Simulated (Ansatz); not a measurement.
Relaxation of Cl2H2Sn (5 atoms, charge 0, multiplicity 1), to a largest force component of 0.03 eV/Å in at most 50 steps.

All numbers below come from RKS BLYP/def2-SVP (Ansatz).

```xyz
5
Properties=species:S:1:pos:R:3
Sn 0.232 -0.046 -0.011
Cl 1.046 0.012 2.243
H 1.938 0.079 -0.211
Cl -0.981 1.920 -0.616
H -0.758 -1.419 -0.359
```

**Question.** Where does it end, and by what steps?

**Answer.** The forces met the threshold. After 4 steps the energy has fallen by 0.485 eV; H3 moved furthest, 0.47 Å.

| step | energy less start (eV) | largest force component (eV/Å) | accepted |
| --- | --- | --- | --- |
| 0 | 0.0000 | 1.126 | yes |
| 1 | -0.3177 | 0.567 | yes |
| 2 | -0.4624 | 0.248 | yes |
| 3 | -0.4843 | 0.049 | yes |
| 4 | -0.4852 | 0.005 | yes |

```xyz
5
Properties=species:S:1:pos:R:3
Sn 0.360 -0.036 0.081
Cl 0.719 0.013 2.440
H 1.905 0.071 -0.684
Cl -0.882 1.911 -0.523
H -0.624 -1.412 -0.269
```

The run took 5.3 s on 1 thread of Intel(R) Xeon(R) 6975P-C (Granite Rapids), with other jobs on the host, peak memory 0.14 GiB.
